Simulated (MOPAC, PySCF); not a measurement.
Lewis adduct: AlH3 (SMILES [AlH3]) (first 4 atoms) with CHN (SMILES C#N); geometry from B3LYP-D3(BJ)/def2-TZVP, rigid monomers moved along the line of their centres of mass till Al1···N6 is 3.71 Å.
(charge 0, multiplicity 1):
```xyz
7

Al    -0.162     0.364     0.263
H      1.254     0.824    -0.300
H     -1.237     1.489     0.595
H     -0.691    -1.082    -0.136
C      1.207    -0.632     4.812
N      0.885    -0.400     3.743
H      1.508    -0.850     5.813
```

Monomers are frozen at their geometry in the pair; levels with a basis set take the counterpoise correction. Rows marked so take none.

Rows in 3-21G, 6-31G* carry no dispersion term and start afresh at each structure (6-31G* with six Cartesian d functions). MP2/6-31G* freezes PySCF's default core. The state that PM6 reach isn't checked.

Programs: MOPAC for PM6 (differences of heats of formation); PySCF for 3-21G rows, 6-31G* rows. Each number belongs to the level named beside it.

### Question
What interaction energy does MP2/6-31G* (no counterpoise) give?

### Answer
-5.2 kcal/mol

### Question
Give the interaction energy at the level HF/3-21G (no counterpoise).

### Answer
-6.7 kcal/mol

### Question
What interaction energy does PM6 give?

### Answer
-1.7 kcal/mol
